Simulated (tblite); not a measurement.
C5H7ClGeO2.
Atom-mapped SMILES: `[CH3:1][O:2][C:3](=[O:4])[C:5]#[C:6][CH2:7][GeH2:8][Cl:9]` (hydrogens: H10, H11, H12 on C1; H13, H14 on C7; H15, H16 on Ge8)

Computed with GFN2-xTB (tblite), gas phase: L-BFGS steps from a force-field or distance-geometry start until the largest atomic force falls under 0.01 eV/Å.

Step 69: E = -785.4913 eV
```
atom  x, y, z in Å  |  force x, y, z in eV/Å
C1      3.7415   -0.1500   -0.0265   -0.001  -0.002  -0.010
O2      2.3526    0.0516    0.1768   -0.007  -0.002  -0.001
C3      1.5477   -0.9322   -0.2604   -0.010  -0.010  -0.004
O4      1.9302   -1.9303   -0.8147    0.004   0.007  -0.006
C5      0.1757   -0.6295    0.0400   -0.001   0.012   0.034
C6     -0.9760   -0.4573    0.3494   -0.003   0.020   0.002
C7     -2.3350   -0.1819    0.7123   -0.006   0.003   0.001
Ge8    -3.1619    1.2192   -0.4653    0.010   0.012  -0.015
Cl9    -3.4544    0.4600   -2.3941    0.023  -0.015   0.016
H10     3.9414   -0.4236   -1.0642   -0.008  -0.010  -0.025
H11     4.2268    0.7912    0.2193   -0.005   0.000   0.017
H12     4.1056   -0.9493    0.6229    0.012   0.003   0.004
H13    -2.9322   -1.0949    0.6499    0.007   0.000  -0.020
H14    -2.3651    0.1815    1.7418    0.005  -0.014   0.004
H15    -4.5151    1.6036    0.1017    0.004   0.014  -0.002
H16    -2.2896    2.4507   -0.5589   -0.024  -0.019   0.005
```

Step 70: E = -785.4915 eV
```
atom  x, y, z in Å  |  force x, y, z in eV/Å
C1      3.7418   -0.1513   -0.0280    0.001   0.000  -0.006
O2      2.3533    0.0527    0.1751   -0.007  -0.004   0.004
C3      1.5467   -0.9310   -0.2596   -0.001   0.004  -0.018
O4      1.9274   -1.9287   -0.8156    0.006  -0.005  -0.003
C5      0.1757   -0.6269    0.0423    0.004   0.008   0.031
C6     -0.9764   -0.4557    0.3502   -0.009   0.017   0.009
C7     -2.3351   -0.1816    0.7140   -0.013   0.019  -0.008
Ge8    -3.1622    1.2199   -0.4647    0.021  -0.016  -0.029
Cl9    -3.4451    0.4592   -2.3957    0.024  -0.008   0.028
H10     3.9421   -0.4241   -1.0661   -0.010  -0.008  -0.016
H11     4.2285    0.7885    0.2200   -0.004   0.002   0.011
H12     4.1040   -0.9514    0.6217    0.012  -0.001  -0.002
H13    -2.9319   -1.0949    0.6521    0.007   0.004  -0.020
H14    -2.3643    0.1827    1.7431    0.002  -0.015   0.007
H15    -4.5178    1.5974    0.0973   -0.013   0.021   0.004
H16    -2.2943    2.4540   -0.5560   -0.021  -0.016   0.007
```

Step 71: E = -785.4918 eV
```
atom  x, y, z in Å  |  force x, y, z in eV/Å
C1      3.7423   -0.1535   -0.0304    0.004   0.003   0.000
O2      2.3542    0.0541    0.1728   -0.002  -0.008   0.007
C3      1.5454   -0.9291   -0.2589    0.008   0.016  -0.030
O4      1.9240   -1.9266   -0.8166    0.004  -0.015   0.000
C5      0.1756   -0.6234    0.0456    0.010   0.002   0.025
C6     -0.9770   -0.4530    0.3517   -0.012   0.012   0.015
C7     -2.3353   -0.1802    0.7166   -0.017   0.030  -0.013
Ge8    -3.1630    1.2199   -0.4645    0.021  -0.039  -0.033
Cl9    -3.4295    0.4584   -2.3982    0.023  -0.004   0.036
H10     3.9436   -0.4247   -1.0691   -0.016  -0.006  -0.001
H11     4.2312    0.7844    0.2208   -0.004   0.002   0.005
H12     4.1017   -0.9551    0.6193    0.011  -0.003  -0.011
H13    -2.9316   -1.0939    0.6557    0.009   0.007  -0.021
H14    -2.3632    0.1846    1.7456   -0.004  -0.013   0.007
H15    -4.5232    1.5881    0.0906   -0.021   0.025   0.005
H16    -2.3027    2.4588   -0.5509   -0.013  -0.010   0.009
```

Task: Estimate the geometry and energy of step 72. (The exact step hangs on the optimiser's Hessian estimate; all steps are aligned on step 71, rigid shifts and turns removed.)

Result: E = -785.4922 eV, largest force 0.059 eV/Å
```
atom  x, y, z in Å  |  force x, y, z in eV/Å
C1      3.7433   -0.1570   -0.0340    0.006   0.006   0.007
O2      2.3559    0.0562    0.1696    0.007  -0.012   0.007
C3      1.5438   -0.9259   -0.2584    0.014   0.025  -0.039
O4      1.9193   -1.9234   -0.8182   -0.003  -0.021   0.005
C5      0.1755   -0.6184    0.0508    0.013  -0.003   0.014
C6     -0.9778   -0.4483    0.3542   -0.009   0.003   0.021
C7     -2.3360   -0.1771    0.7207   -0.015   0.033  -0.015
Ge8    -3.1647    1.2192   -0.4646    0.009  -0.053  -0.025
Cl9    -3.4037    0.4568   -2.4015    0.019  -0.002   0.038
H10     3.9461   -0.4258   -1.0736   -0.028  -0.002   0.018
H11     4.2353    0.7781    0.2219   -0.003   0.003  -0.002
H12     4.0983   -0.9613    0.6150    0.011  -0.004  -0.022
H13    -2.9314   -1.0916    0.6607    0.012   0.011  -0.021
H14    -2.3618    0.1873    1.7498   -0.012  -0.008   0.004
H15    -4.5327    1.5743    0.0805   -0.020   0.023   0.000
H16    -2.3170    2.4659   -0.5428   -0.001   0.002   0.010
```

The energy changes by -0.0004 eV. The first-order estimate −F·Δx gives -0.0005 eV and the mean of the old and new forces, exact on a quadratic surface, -0.0004 eV. The step makes an angle of 83° with the force vector and moves no atom by more than 0.026 Å.

What follows is the cost of the whole relaxation. On an Arm Neoverse N1 with one thread, on a shared host, this took 1.6 s of wall time.
